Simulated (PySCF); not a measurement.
UHF on C (carbon, neutral)

Configuration: [He] 2s2 2p1 3s1, high-spin 3P determinant (an excited configuration). Computed with PySCF 2.14 in aug-cc-pwCVQZ, with the non-relativistic Hamiltonian (point nucleus).

```json
{"Total energy": "-37.418546 hartree", "One-electron energy": "-48.8064 hartree", "Hartree (Coulomb) energy": "16.2359 hartree", "Exchange energy": "-4.8481 hartree", "Kinetic energy": "37.48384 hartree", "⟨S²⟩": "2.0066", "⟨L²⟩": "2.024", "Sum of ⟨r⟩": "9.995 bohr", "Sum of ⟨r²⟩": "35.72 bohr²", "Traceless quadrupole moment −½Σ⟨3z² − r²⟩ along its main axis": "-0.459 e·bohr²", "Density at the nucleus (Gaussians lack the cusp)": "126 bohr⁻³", "Spin density at the nucleus": "0.350 bohr⁻³", "Langevin diamagnetic susceptibility": "-28.3 ×10⁻⁶ cm³/mol"}
```

```tsv
shell	electrons	mean orbital energy (eV)	rms radius, mean of both spins (bohr)
1s α	1	-317.98	0.311
1s β	1	-317.04	0.311
2s α	1	-27.547	1.61
2s β	1	-23.538	1.61
2p α	1	-18.895	1.66
3s α	1	-3.327	5.25
```

The outer electron is Rydberg-like, and this basis confines it to a smaller radius and binds it less than a complete one would.

Spin-orbit constants ζ (cm⁻¹) from the X2C one-electron operator on these orbitals (non-relativistic here): bare nucleus, nucleus screened by l(l+1)(2l+1)/3 electrons, and screened by the Breit-Pauli mean field of the electrons.

| shell | bare | screened nucleus | mean field |
| --- | --- | --- | --- |
| 2p | 76.08 | 50.72 | 40.95 |

To first order the Landé constant is A = 20.47 cm⁻¹, so the lowest level has J = 0 and lies 0.00508 eV below the centre of the term. This holds in LS coupling only.
